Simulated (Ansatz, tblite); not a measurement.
Cost and result up the ladder for Ge₁₃H₂₀, a cluster cut from cubic germanium (33 atoms). Charge 0, multiplicity 1. Geometry: PBE-D4/def2-SVP.

```xyz
33

Ge    0.7512   -0.4998   -3.5219
Ge   -2.7280   -1.0804    2.7362
Ge   -2.0929    0.9862   -1.2236
Ge    0.0014   -2.2699   -0.0308
Ge    3.4104   -0.2074   -0.5718
Ge    0.5280    1.1866    1.8607
Ge    1.2827    2.9982   -1.6052
Ge   -1.6456   -2.9768    1.6366
Ge   -1.0091   -1.0920   -1.9240
Ge    2.3817    0.9790   -2.4489
Ge   -1.1063    0.5491    3.5679
Ge   -0.4823    2.3815   -0.0220
Ge    1.6648   -0.8186    1.0313
H     0.1223    0.2096   -4.7585
H     1.4716   -1.7865   -4.0242
H    -3.5841   -1.6027    3.9282
H    -3.6908   -0.3837    1.7331
H    -2.5585    1.7544   -2.4973
H    -3.3506    0.7007   -0.3535
H     0.7236   -3.5389   -0.5874
H     4.1345   -1.4903   -1.0796
H     4.4709    0.6997    0.1212
H     1.5878    2.1318    2.5126
H     0.6708    3.8051   -2.7893
H     2.3364    3.9054   -0.9025
H    -2.7219   -3.8915    0.9785
H    -0.9086   -3.8209    2.7197
H    -2.0549   -2.0219   -2.6157
H     3.4813    1.3779   -3.4819
H    -1.8494    1.8104    4.1018
H    -0.3366   -0.0862    4.7648
H    -1.1919    3.6696    0.5016
H     2.2920   -1.5777    2.2439
```

Ansatz on 4 threads of AMD EPYC 7R13 on a shared host and a share (37 GiB) of an NVIDIA H100 80GB HBM3; xTB runs through tblite on one thread. Times are rough, summed over both states, and most runs start from the orbitals of an earlier one. PBE0-D4/def2-TZVP serves as the yardstick here, not as an exact answer. The other state is a triplet.

The xTB rows come from tblite. Single mean-field runs in def2-TZVP are fitted with def2-universal-jkfit. HOMO above LUMO, or a gap near zero within one spin, warns that the state may not be the lowest or that an electron is smeared out.

xTB has no spin-polarisation term.

```json
{"level": "GFN2-xTB", "functions": "137", "wall time": "0.3 s", "vertical triplet (eV)": "4.17", "difference from PBE0-D4/def2-TZVP (eV)": "-0.82", "remarks": "–"}
{"level": "GFN1-xTB", "functions": "157", "wall time": "0.34 s", "vertical triplet (eV)": "3.16", "difference from PBE0-D4/def2-TZVP (eV)": "-1.84", "remarks": "–"}
{"level": "PBE-D4/def2-TZVP", "functions": "744", "wall time": "41 s", "vertical triplet (eV)": "4.47", "difference from PBE0-D4/def2-TZVP (eV)": "-0.53", "remarks": "gap within one spin near zero (triplet)"}
{"level": "PBE0-D4/def2-TZVP", "functions": "744", "wall time": "64 s", "vertical triplet (eV)": "4.99", "difference from PBE0-D4/def2-TZVP (eV)": "0.00", "remarks": "–"}
```
